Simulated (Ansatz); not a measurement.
Cost and result up the ladder for ZnBr₂ (3 atoms). The state is a singlet with charge 0. Geometry: PBE0-D4/def2-TZVP.

```xyz
3

Zn    0.002    0.001   -0.002
Br   -1.444   -0.041   -1.691
Br    1.442    0.040    1.693
```

Ansatz on 4 threads of Arm Neoverse V1 on a shared host. Times are rough, and most runs start from the orbitals of an earlier one. ωB97X-V/def2-TZVP serves as the yardstick here, not as an exact answer. Differences are given only for rows in sets of like size (and for xTB, whose basis is part of the method), since another set adds its own error. Binding counts from free atoms at the same level (Zn singlet, Br doublet; other spins of the atoms weren't run), without zero-point energy or a counterpoise term.

The 6-31G sets use Cartesian d functions. Correlated methods freeze 27 core orbitals; core or outer-core shells of Br are correlated, in sets that lack core-valence functions.

Correlated methods converge slowly with the basis.

| level | functions | binding energy per atom (eV) | difference from ωB97X-V/def2-TZVP (eV) |
| --- | --- | --- | --- |
| MP2/def2-TZVP | 144 | 2.07 | 0.06 |
| BHLYP-D4/def2-TZVP | 144 | 1.87 | -0.14 |
| PBE-D4/def2-TZVPD | 165 | 1.97 | -0.04 |
| PBE0-D4/def2-SVP | 95 | 2.05 | – |
| RPA@PBE/def2-TZVP | 144 | 1.65 | -0.36 |
| HF/6-31G | 87 | 1.44 | – |
| CAM-B3LYP-D4/def2-TZVP | 144 | 1.89 | -0.11 |
| PBE-D4/def2-TZVP (with forces) | 144 | 1.96 | -0.04 |
| ωB97X-V/def2-TZVP | 144 | 2.01 | 0.00 |
| PBE-QIDH/def2-TZVP | 144 | 2.06 | 0.06 |
| PBE-D4/def2-SVP | 95 | 2.05 | – |
| r2SCAN-D4/def2-TZVP | 144 | 2.05 | 0.05 |
| PBE0-D4/def2-TZVP | 144 | 1.99 | -0.01 |
| r2SCAN-D4/def2-TZVPD | 165 | 2.06 | 0.05 |

**Question.** Estimate how long each takes.

**Answer.** HF/6-31G 0.7 s; PBE-D4/def2-SVP 0.75 s; PBE0-D4/def2-SVP 1.2 s; PBE-D4/def2-TZVP (with forces) 1.5 s; PBE-D4/def2-TZVPD 1.6 s; MP2/def2-TZVP 1.6 s; PBE0-D4/def2-TZVP 2.3 s; RPA@PBE/def2-TZVP 2.3 s; BHLYP-D4/def2-TZVP 2.4 s; r2SCAN-D4/def2-TZVP 2.5 s; CAM-B3LYP-D4/def2-TZVP 2.5 s; PBE-QIDH/def2-TZVP 3.4 s; r2SCAN-D4/def2-TZVPD 3.5 s; ωB97X-V/def2-TZVP 5.5 s. On shared hardware such times vary by a factor of up to 3.
